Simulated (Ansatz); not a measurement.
Correlation energies of C$_{2}$H$_{7}$FSSi (`CC[SiH](F)S`) by basis set

Cartesian coordinates in Å:
```
C -1.6244 -0.1787 0.5094
C -0.1084 -0.3596 0.5643
Si 0.7644 0.2712 -0.9506
F 0.3606 1.8120 -1.1338
S 2.8744 0.0509 -0.8322
H -2.1012 -0.5611 1.4148
H -2.0601 -0.7112 -0.3399
H -1.8956 0.8744 0.4105
H 0.3087 0.1561 1.4368
H 0.1574 -1.4157 0.6808
H 0.3716 -0.4311 -2.1953
H 2.9527 0.4928 0.4351
```

Charge 0, multiplicity 1. Geometry: relaxed with PBE0-D4/def2-TZVP. It is one conformer, not always the lowest. Frozen core, restricted reference, Ansatz 0.2.0. CBS rows extrapolate triple and quadruple zeta; past MP2 they add the triple-zeta difference.

```tsv
basis	HF (Eh)	MP2 corr.
def2-SVP	-865.46234	-0.70160
def2-TZVPP	-865.92670	-0.90220
def2-QZVPP	-865.95580	-0.97446
```

(1) Estimate the CCSD correlation energy and the (T) correction in each basis where they were run (hartree).

Answers

(1) 
```
     basis  CCSD corr.       (T)
  def2-SVP    -0.76016  -0.01875
def2-TZVPP    -0.95533  -0.03553
 CBS(def2)    -1.08112     as TZ
```
